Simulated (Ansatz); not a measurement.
`FBB(F)F` and `N#CB(F)F` differ in one atom or group.

Ansatz, PBE0-D4/def2-TZVP geometries, multiplicity 1. Each molecule was computed in one conformer, which needn't be the lowest.

```tsv
property	`FBB(F)F`
HOMO energy (B3LYP/def2-TZVPP) / eV	-8.74
HOMO–LUMO gap (ωB97M-V/def2-TZVPP) / eV	11.62
HOMO–LUMO gap (B3LYP/def2-TZVPP) / eV	6.85
LUMO energy (B3LYP/def2-TZVPP) / eV	-1.89
LUMO energy (PBE0/def2-TZVPP) / eV	-1.64
size of the dipole moment (PBE/def2-TZVPP) / D	0.74
```

(1) What does the change do to each property? (Estimate.)

Results:

(1) The calculation gave: 
```
                                      property  `N#CB(F)F`  shift
           HOMO energy (B3LYP/def2-TZVPP) / eV      -10.44  -1.70
       HOMO–LUMO gap (ωB97M-V/def2-TZVPP) / eV       13.01   1.39
         HOMO–LUMO gap (B3LYP/def2-TZVPP) / eV        7.87   1.02
           LUMO energy (B3LYP/def2-TZVPP) / eV       -2.57  -0.68
            LUMO energy (PBE0/def2-TZVPP) / eV       -2.32  -0.68
size of the dipole moment (PBE/def2-TZVPP) / D        1.87   1.13
```

With PBE0 the HOMO falls by 1.80 eV and the LUMO falls by 0.68 eV, so the gap widens by about 1.12 eV. PBE moves the HOMO by -1.91 eV and ωB97M-V by -1.85 eV. The zero-point energy changes by -17.3 kJ/mol with -3 modes. Dipoles are sizes alone; their direction can turn.

B3LYP here is the variant with VWN-RPA as its local correlation; programs differ in this.
